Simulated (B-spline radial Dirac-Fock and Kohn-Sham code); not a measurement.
K-shell conversion coefficients of Sm against transition energy

Method: a Dirac-Hartree-Slater potential of the neutral atom with a Latter tail (no hole, which puts coefficients of high multipoles low close above an edge), finite nucleus with surface currents. Computed with an atomic code on a B-spline grid. Subshells within 1 keV of threshold and pair formation are left out.

```csv
energy (keV),E3,E5,M1,M3,M4,M5
50,3.30,1.09,10.8,509,632,523
50.2,3.47,1.33,10.6,509,662,586
65.7,9.44,75.2,4.85,303,1240,4730
67.7,9.39,83.6,4.44,278,1180,4760
79.6,7.89,103,2.78,163,806,3860
82.2,7.46,102,2.53,146,732,3570
90.2,6.17,93.3,1.94,104,539,2730
100,4.81,77.1,1.44,70.8,371,1910
102,4.56,73.7,1.36,65.7,344,1780
105,4.22,68.7,1.25,58.8,307,1590
107,4.01,65.5,1.19,54.7,286,1470
168,0.984,14.2,0.333,9.30,42.7,195
198,0.565,7.39,0.211,4.87,20.7,88.1
200,0.546,7.09,0.206,4.68,19.8,83.9
230,0.338,3.99,0.141,2.71,10.7,42.2
346,0.0860,0.738,0.0474,0.577,1.83,5.80
348,0.0844,0.721,0.0467,0.565,1.79,5.64
500,0.0274,0.175,0.0184,0.155,0.405,1.05
502,0.0271,0.172,0.0182,0.153,0.399,1.03
787,0.00791,0.0355,0.00599,0.0350,0.0739,0.154
1000,0.00441,0.0167,0.00338,0.0169,0.0325,0.0613
1110,0.00346,0.0123,0.00264,0.0124,0.0231,0.0418
2000,0.000983,0.00253,0.000689,0.00253,0.00399,0.00607
2170,0.000834,0.00208,0.000576,0.00206,0.00319,0.00477
```

Task: How fast do they fall between 1110 and 2170 keV?

Result: As powers of the energy: E3 E^-2.12, E5 E^-2.65, M1 E^-2.27, M3 E^-2.68, M4 E^-2.95, M5 E^-3.24. Within one type (E or M) the higher multipoles fall faster.
